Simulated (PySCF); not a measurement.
Input of an EPR job (settings, then geometry in Å):

```
{"job": {"kind": "epr", "basis": "pcH-1"}, "charge": 0, "multiplicity": 2}
C     -1.278370    -2.058634    -0.171356
C     -0.569190    -0.792296    -0.415808
C      0.939631    -0.938058    -0.173036
C      1.706106     0.329218    -0.563524
B      1.025140     1.680100    -0.142061
C     -0.514361     1.687668     0.172741
C     -1.117286     0.322627     0.513517
H     -0.996481    -2.682343     0.655264
H     -2.167984    -2.309289    -0.715475
H     -0.740900    -0.468012    -1.449255
H      1.103527    -1.150082     0.885845
H      1.313061    -1.793931    -0.741010
H      1.779613     0.368613    -1.657972
H      2.739140     0.246841    -0.216923
H      1.630498     2.684292    -0.166332
H     -0.998946     2.066583    -0.735870
H     -0.784795     2.401673     0.954829
H     -0.871981     0.059582     1.544334
H     -2.206226     0.354699     0.429795
```

Method: PySCF 2.14.0, UKS B3LYP, pcH-1 on B C H, non-relativistic, mean-field spin-orbit, GIAO. The structure is a single GFN2-xTB conformer in the gas phase; no vibrational or solvent corrections. Couplings are sensitive to structure, and on GFN2-xTB geometries they can be far from those on DFT ones.

Output of the driver script. Atoms in this output count from 0.

```
UKS, coarse grid
  cycle   1  E = -260.60235923  |g| = 3.67e-01
  cycle   2  E = -260.57120397  |g| = 4.47e-01
  cycle   3  E = -260.67595015  |g| = 4.94e-02
  cycle   4  E = -260.67690018  |g| = 2.37e-02
  cycle   5  E = -260.67716998  |g| = 5.39e-03
  cycle   6  E = -260.67718617  |g| = 1.26e-03
  cycle   7  E = -260.67718723  |g| = 8.15e-04
UKS, final grid
  cycle   1  E = -260.67726038  |g| = 9.82e-04
  cycle   2  E = -260.67726009  |g| = 1.26e-03
  cycle   3  E = -260.67726086  |g| = 5.36e-05
  cycle   4  E = -260.67726086  |g| = 3.19e-05
  cycle   5  E = -260.67726086  |g| = 6.03e-06
E = -260.67726086 Eh   <S^2> = 0.7536 (exact 0.7500)
g shifts (ppm)      1          2          3
  rmc          -143       -143       -143
  gc              7         29         33
  oz_so         -38        459        555
  total        -174        344        445
hyperfine (MHz)  atom isotope    a_iso     a_fc   dipolar eigenvalues
    0   13C      93.20      93.20    -80.99    -80.29    161.28
    1   13C     -30.30     -30.30     -2.43      0.55      1.87
    2   13C      25.18      25.18     -2.57     -2.45      5.02
    3   13C       4.47       4.47     -0.63     -0.55      1.18
    4   11B      -0.45      -0.45     -0.40     -0.26      0.65
    5   13C      10.17      10.17     -1.66     -1.61      3.27
    6   13C      83.44      83.44     -6.14     -5.87     12.01
    7    1H     -62.07     -62.07    -39.26      0.07     39.19
    8    1H     -62.35     -62.35    -39.37      0.13     39.24
    9    1H      24.80      24.80     -5.19     -4.31      9.50
   10    1H      -2.12      -2.12     -3.11     -2.67      5.78
   11    1H      -2.01      -2.01     -5.04     -2.45      7.49
   12    1H       0.50       0.50     -1.19     -1.02      2.21
   13    1H       3.08       3.08     -0.92     -0.71      1.63
   14    1H      -0.09      -0.09     -0.58     -0.41      0.99
   15    1H      -0.76      -0.76     -1.71     -0.84      2.55
   16    1H       5.41       5.41     -1.56     -0.58      2.14
   17    1H      -4.08      -4.08     -5.35     -2.30      7.65
   18    1H      -2.36      -2.36     -6.37     -1.99      8.36
```

|g| in the SCF lines is the orbital gradient. In the g block, columns 1 to 3 are the principal axes in rising order; rmc is the relativistic mass correction, gc the gauge correction and oz_so the orbital-Zeeman/spin–orbit term. a_fc is the Fermi-contact part of a_iso, here all of it, since this run has no spin–orbit term in the hyperfine coupling.

Question: What does the output say about convergence, stability and spin contamination?

Answer: The SCF converged after 12 cycles in all, 7 of them on the coarse grid; no stability test was run. ⟨S²⟩ = 0.7536 against the exact 0.7500, so spin contamination is small.

Question: What are the principal g values and g_iso?

Answer: Adding the total shifts to 2.002319 gives 2.00214, 2.00266, 2.00276; their mean shift is 205 ppm, so g_iso = 2.00252.

Question: Which couplings shape the isotropic spectrum at natural abundance (0.05 mT or more)? Keep the log's numbering.

Answer: atoms 7, 8 (1H, I = 1/2): mean -62.2 MHz = 2.22 mT in magnitude, a 1:2:1 triplet; atom 9 (1H, I = 1/2): 24.8 MHz = 0.88 mT in magnitude, a 1:1 doublet; atoms 13, 16 (1H, I = 1/2): mean 4.2 MHz = 0.15 mT in magnitude, a 1:2:1 triplet; atoms 10, 17 (1H, I = 1/2): mean -3.1 MHz = 0.11 mT in magnitude, a 1:2:1 triplet; atoms 11, 18 (1H, I = 1/2): mean -2.2 MHz = 0.08 mT in magnitude, a 1:2:1 triplet. Together 162 lines to first order. Nuclei that the bonding pattern makes equivalent are averaged, as if the motion that swaps them (rotation, inversion, ring flip) were fast.

Question: What are the principal values of the full tensor of atom 8 (1H)?

Answer: a_iso plus each dipolar eigenvalue: -101.71, -62.22, -23.11 MHz.

The species is `[CH2]C1CCBCC1` [radical]. The run used 295 basis functions and 5 iterations of the response equations.
Labels such as C1 count atoms from 1, the log's own numbers from 0.
